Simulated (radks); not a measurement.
Values are calculated unless marked as measured or tabulated.
Question: The mean radii <r> (bohr) of the occupied orbitals of an atom or ion are listed with their occupations. Code: a radial shooting solver on a logarithmic mesh with Libxc functionals. Model: scalar-relativistic Kohn-Sham, PBE, spin-polarised, spherical densities, finite nucleus; Fermi nuclear charge, rms radius of each element as measured or else 0.836 A^(1/3) + 0.57 fm.

| orbital | occ. | <r> |
|---|---|---|
| 1s up | 1 | 0.04276 |
| 1s down | 1 | 0.04276 |
| 2s up | 1 | 0.1886 |
| 2s down | 1 | 0.1885 |
| 2p up | 3 | 0.1646 |
| 2p down | 3 | 0.1645 |
| 3s up | 1 | 0.4961 |
| 3s down | 1 | 0.4968 |
| 3p up | 3 | 0.4903 |
| 3p down | 3 | 0.4912 |
| 3d up | 1 | 0.4520 |

Name the element and its charge. Open shells, if any, are filled with parallel spins first.

Answer: Z = 35, bromine, charge +16: Br16+ in [Ar] 3d1. The 1s radius gives Z: for a bare nucleus <r> = (2 gamma + 1)/(2Z) with gamma = sqrt(1 - (Z/c)^2), 0.04191 bohr for Z = 35, and screening makes it slightly larger (0.04276 here). The occupations add up to 19, and the charge is Z minus that.
